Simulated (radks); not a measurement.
Charge is removed step by step from the 3s down level of the chromium ion Cr+, starting from [Ne] 3s(up 1, down 1) 3p6 3d5. All-electron calculation, non-relativistic Kohn-Sham, LDA (Slater exchange, Perdew-Wang correlation), spin-polarised, spherical densities, point nucleus; open shells are filled with parallel spins first. Program: a radial shooting solver on a logarithmic mesh with Libxc functionals.

| removed (e) | E - E(0) (eV) | eigenvalue (eV) | E minus straight line (eV) |
|---|---|---|---|
| 0 | 0.000 | -75.869 | 0.000 |
| 0.1 | 7.649 | -77.111 | -0.621 |
| 0.2 | 15.424 | -78.402 | -1.115 |
| 0.3 | 23.330 | -79.739 | -1.478 |
| 0.4 | 31.373 | -81.120 | -1.705 |
| 0.5 | 39.556 | -82.540 | -1.792 |
| 0.6 | 47.882 | -83.997 | -1.735 |
| 0.7 | 56.356 | -85.488 | -1.530 |
| 0.8 | 64.981 | -87.011 | -1.175 |
| 0.9 | 73.760 | -88.564 | -0.666 |
| 1 | 82.695 | -90.144 | 0.000 |

Removing the whole electron costs 82.695 eV by Delta-SCF, against 75.869 eV from minus the eigenvalue at the starting occupation. Slater's transition state (half an electron removed) gives 82.540 eV. Integrating minus the eigenvalue over the occupation (Janak's theorem) gives 82.695 eV. The mean slope of the eigenvalue, de/dn, is 14.3 eV per electron.
